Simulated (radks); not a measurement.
Values are calculated unless marked as measured or tabulated.
Neutral holmium inside a hard spherical wall (all orbitals vanish at R), configuration held at [Xe] 4f11 6s2 and not refilled when levels cross. Level of theory: scalar-relativistic Kohn-Sham, PBE, spin-polarised, spherical densities, finite nucleus; open shells are filled with parallel spins first (spin-orbit coupling, left out, can overturn this in heavy ions); Fermi nuclear charge, rms radius 5.2022 fm (a radial shooting solver on a logarithmic mesh with Libxc functionals). Eigenvalues in eV for spin up, with the zero of energy where the potential of the charges vanishes at infinity; a dash marks a level that is unbound or too diffuse for the functional's potential to be trusted. A positive occupied level is held by the wall or, in an anion where self-interaction has pushed it up, behind a barrier. The pressure on the wall is -dE/dV.

| R (bohr) | E (hartree) | kinetic (hartree) | e(5s) | e(5p) | e(4f) | e(6s) | e(6p, empty) | e(5d, empty) | pressure (GPa) |
|---|---|---|---|---|---|---|---|---|---|
| free | -12615.2228 | 13640.566 | -50.966 | -26.303 | -4.158 | -3.830 | -1.159 | -1.133 | 0 |
| 15 | -12615.2228 | 13640.566 | -50.963 | -26.300 | -4.156 | -3.828 | -1.143 | -1.129 | 0.000171 |
| 10 | -12615.2204 | 13640.588 | -50.806 | -26.145 | -4.001 | -3.705 | -0.802 | -0.966 | 0.0547 |
| 7 | -12615.1817 | 13640.802 | -49.729 | -25.088 | -2.941 | -2.627 | 1.185 | 0.112 | 1.83 |
| 6 | -12615.1178 | 13641.080 | -48.720 | -24.112 | -1.932 | -1.283 | 3.402 | 1.200 | 6.48 |
| 3.5 | -12613.6607 | 13646.571 | -39.999 | -15.769 | 7.733 | 19.832 | 32.938 | 12.816 | 401 |
| 3 | -12612.0051 | 13652.748 | -33.945 | -9.483 | 15.039 | 39.085 | 56.938 | 21.893 | 1300 |
| 2 | -12595.1345 | 13709.237 | 7.128 | 38.137 | 59.878 | 182.13 | 218.42 | 86.275 | 25400 |
